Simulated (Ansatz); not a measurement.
`C[NH][Ge]([NH]C)([NH]C)[O]C`. Charge 0, multiplicity 1. Geometry: relaxed with PBE0-D4/def2-TZVP. It is one conformer, not always the lowest.

```xyz
24

C     2.702   -0.067   -0.748
N     1.388   -0.665   -0.874
Ge   -0.021   -0.008    0.082
N    -1.389   -1.104   -0.378
C    -2.741   -0.888    0.093
N    -0.593    1.705   -0.115
C    -0.766    2.276   -1.433
O     0.500    0.024    1.784
C     0.857   -1.186    2.406
H     2.890    0.177    0.300
H     2.834    0.857   -1.328
H     3.479   -0.772   -1.060
H     1.159   -0.921   -1.822
H    -1.142   -2.077   -0.475
H    -2.952   -1.355    1.064
H    -3.470   -1.268   -0.629
H    -2.914    0.185    0.201
H    -0.188    2.343    0.554
H    -1.402    3.165   -1.386
H    -1.275    1.556   -2.079
H     0.171    2.560   -1.934
H     1.654   -1.712    1.865
H     0.002   -1.868    2.497
H     1.217   -0.959    3.413
```

What is the dipole moment at B3LYP/def2-TZVPP? (Estimate.)

Ansatz gave: 1.26 D, with components (0.33, -0.48, -1.11) D in this frame, pointing from negative to positive charge.

And with PBE, r2SCAN, ωB97M-V? (Estimate.)

Ansatz gave: PBE 1.22 D, r2SCAN 1.24 D, ωB97M-V 1.26 D.

Give the Mulliken charges with B3LYP, PBE, r2SCAN in def2-TZVPP. (An estimate is asked.)

The calculation gave: 
```tsv
atom	B3LYP	PBE	r2SCAN
C1	-0.19	-0.19	-0.05
N2	-0.33	-0.28	-0.34
Ge3	0.62	0.44	0.56
N4	-0.32	-0.28	-0.34
C5	-0.18	-0.18	-0.04
N6	-0.31	-0.26	-0.32
C7	-0.19	-0.19	-0.05
O8	-0.43	-0.36	-0.43
C9	-0.12	-0.13	0.01
H10	0.10	0.09	0.06
H11	0.09	0.09	0.05
H12	0.10	0.09	0.05
H13	0.11	0.12	0.12
H14	0.11	0.13	0.13
H15	0.09	0.09	0.05
H16	0.09	0.09	0.05
H17	0.10	0.09	0.06
H18	0.12	0.13	0.13
H19	0.09	0.09	0.05
H20	0.09	0.09	0.05
H21	0.09	0.09	0.05
H22	0.09	0.09	0.05
H23	0.08	0.08	0.04
H24	0.10	0.10	0.06
```

B3LYP here is the variant with VWN-RPA as its local correlation; programs differ in this.
